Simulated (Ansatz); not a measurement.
Start from `[CH3][GeH2][Br]` and change one atom or group to get `[CH3][GeH2][SeH]`.

Ansatz, PBE0-D4/def2-TZVP geometries, multiplicity 1. Each molecule was computed in one conformer, which needn't be the lowest.

Scalar relativity is left out up to krypton.

```
                                          property  `[CH3][GeH2][Br]`
    size of the dipole moment (PBE/def2-TZVPP) / D               2.37
                LUMO energy (PBE0/def2-TZVPP) / eV              -0.24
             HOMO energy (ωB97M-V/def2-TZVPP) / eV             -10.26
size of the dipole moment (ωB97M-V/def2-TZVPP) / D               2.48
                HOMO energy (PBE0/def2-TZVPP) / eV              -8.05
             LUMO energy (ωB97M-V/def2-TZVPP) / eV               1.65
```

Problem. What does the change do to each property? (Best estimate.)

Solution. Computed: 
```csv
property,`[CH3][GeH2][SeH]`,shift
size of the dipole moment (PBE/def2-TZVPP) / D,1.72,-0.65
LUMO energy (PBE0/def2-TZVPP) / eV,0.01,0.25
HOMO energy (ωB97M-V/def2-TZVPP) / eV,-8.96,1.30
size of the dipole moment (ωB97M-V/def2-TZVPP) / D,1.79,-0.69
HOMO energy (PBE0/def2-TZVPP) / eV,-6.80,1.25
LUMO energy (ωB97M-V/def2-TZVPP) / eV,1.84,0.19
```

With PBE0 the HOMO rises by 1.25 eV and the LUMO rises by 0.25 eV, so the gap narrows by about 1.00 eV. PBE moves the HOMO by 1.13 eV and ωB97M-V by 1.30 eV. The zero-point energy changes by 18.6 kJ/mol with +3 modes. Dipoles are sizes alone; their direction can turn.

Spin–orbit coupling is left out; it splits and shifts lone-pair levels of the heavy atoms by tenths of an eV.
